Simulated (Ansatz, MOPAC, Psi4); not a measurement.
Species: SiN3H6Cl (charge 0, singlet). SMILES: N[Si](N)(N)Cl
Geometry: optimised at B3LYP-D3(BJ)/def2-TZVP (Ansatz, an electronic-structure program).

Quantity: vertical ionisation energy to the doublet, in eV. Terms: frozen cores in correlated levels; open shells spin-unrestricted; each state is the SCF solution reached for its charge and spin; non-relativistic; PM7 with its own dispersion and hydrogen-bond terms; no spin-orbit coupling; six Cartesian d functions in 6-31G* and its kin unless marked 5d; 6-311+G** with 5d, 6d on Na to Ar in Ansatz; no dispersion term unless named. First-principles rows: single points at B3LYP-D3(BJ) geometries (Ansatz). Semi-empirical rows: differences of heats of formation at the shared geometry for vertical values.

| level | program | vertical ionisation energy to the doublet (eV) |
|---|---|---|
| AM1 | MOPAC | 9.46 |
| PM3 | MOPAC | 8.41 |
| PM6 | MOPAC | 9.23 |
| PM7 | MOPAC | 9.15 |
| MNDO | MOPAC | 9.77 |
| HF/6-31G* | Ansatz | 8.70 |
| HF/6-311+G** | Ansatz | 8.82 |
| PBE/6-31G* | Ansatz | 8.66 |
| PBE/6-311+G** | Ansatz | 8.99 |
| B3LYP/6-31G* | Ansatz | 9.13 |
| wB97X-D/6-31G* | Psi4 | 9.61 |
| MP2/6-31G* | Ansatz | 9.73 |
| MP2/6-311+G** | Ansatz | 10.10 |
| PBE0/def2-TZVPD | Ansatz | 9.44 |
| wB97M-V/def2-TZVPD | Ansatz | 9.87 |
| wB97X-V/def2-TZVPD | Ansatz | 9.92 |

No value to compare with is used here. The 13 habitual levels span 8.41 (PM3) to 10.10 eV (MP2/6-311+G**); wB97X-V/def2-TZVPD gives 9.92.

The levels are drawn from those run, B3LYP/6-31G* more often than the rest, none by its result; left out are runs that failed, that the program found above a lower state of the same kind, or whose <S^2> lies over 0.5 above the pure value.
